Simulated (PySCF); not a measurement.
B(CCH)(Cl)(F) (C2HBClF), SMILES C#CB(F)Cl.

Geometry optimised at PBE-D3(BJ)/def2-SVP.

The numbers are results of PBE0/def2-TZVP run with PySCF, not measurements.

Isolated molecule, no solvent.

```json
{
 "total_energy": "-661.46317 hartree",
 "point_group": "Cs",
 "highest_occupied_level": "-8.70 eV",
 "lowest_empty_level": "-2.05 eV",
 "orbital_gap": "6.65 eV",
 "dipole_moment": "1.96 D",
 "quadrupole, principal values (traceless, Buckingham form, about the centre of nuclear charge)": "-6.59, -2.30, 8.89 D·Å",
 "mean_static_polarisability": "46.5 bohr³ (6.89 Å³)",
 "polarisability_principal_values": "30.0, 39.9, 69.7 bohr³"
}
```
